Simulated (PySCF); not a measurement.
# What a mistake does to a calculation on B2FH2O cation

Calculated results; nothing here was measured. They come from PySCF 2.14.0, an open-source quantum chemistry program, on an isolated molecule that a program drew, which may never have been made. The molecule is B2FH2O cation (charge +1, singlet), drawn as the SMILES string `O[B+]BF`.

Each row is a Hartree-Fock (HF) and frozen-core CCSD(T) single point in the cc-pVDZ basis, meant for a local HF minimum. Run 1 is clean. Each other run has one planted mistake out of seven kinds, and not every kind appears here: one electron removed, one electron added, multiplicity raised by two, geometry at a saddle point, minimal basis STO-3G, one bond length entered in bohr, all coordinates scaled. The reference is restricted for singlets and unrestricted otherwise, and also for a bond in bohr. Adding or removing an electron swaps singlet and doublet. Electrons count all cores. HOMO and LUMO are orbital energies over both spins, the gradient is its largest component, and the lowest frequency (negative if imaginary) is given only where the gradient is small. Bond lengths are over the 5 bonds as drawn. T1 is the CCSD diagnostic: over 0.02 (restricted) or 0.045 (unrestricted) a single reference is doubtful.

Geometry of the clean run:
```xyz
6
B2FH2O cation, angstrom
O    -2.3758   -0.9173    0.6385
B    -2.1880    0.0283   -0.1205
B    -1.7824    1.3958   -1.1675
F    -2.7635    1.8114   -1.9010
H    -2.9743   -1.5740    0.9882
H    -0.6894    1.8482   -1.1533
```

| run | electrons | basis functions | <S^2> | HOMO (eV) | LUMO (eV) | gradient (hartree/bohr) | lowest frequency (cm^-1) | mean bond (Å) | longest bond (Å) | T1 | HF (hartree) | CCSD(T) (hartree) | mistake |
|---|---|---|---|---|---|---|---|---|---|---|---|---|---|
| 1 | 28 | 66 | 0.000 | -19.44 | -4.82 | 1.3e-05 | 170 | 1.2856 | 1.769 | 0.0184 | -224.64104 | -225.18186 | no fault |
| 2 | 28 | 66 | 0.000 | -19.41 | -4.57 | 7.7e-02 | - | 1.2110 | 1.667 | 0.0162 | -224.61514 | -225.14676 | all coordinates scaled |
| 3 | 28 | 22 | 0.000 | -17.34 | -1.51 | 3.9e-02 | - | 1.2856 | 1.769 | 0.0255 | -221.65537 | -221.84512 | minimal basis STO-3G |
| 4 | 27 | 66 | 0.782 | -29.42 | -17.30 | 1.3e-01 | - | 1.2856 | 1.769 | 0.0287 | -223.96648 | -224.50714 | one electron removed |
| 5 | 28 | 66 | 2.021 | -14.30 | -9.28 | 5.5e-02 | - | 1.2856 | 1.769 | 0.0334 | -224.45356 | -224.99861 | multiplicity raised by two |
| 6 | 29 | 66 | 0.756 | -6.08 | 3.06 | 1.0e-01 | - | 1.2856 | 1.769 | 0.0158 | -224.84060 | -225.39153 | ? |

**Which mistake was planted in run 6, and what did it cost?**

It counts 29 electrons, one more than the clean run, at the same geometry and basis. So the mistake is: one electron added. Subtracting run 1 and multiplying by 627.51 kcal/mol a hartree, the energy moved by -125.2 kcal/mol in HF and -131.6 kcal/mol in CCSD(T).

Cautions from the logs. Run 3: T1 is over the limit, so its CCSD(T) energy is less reliable.
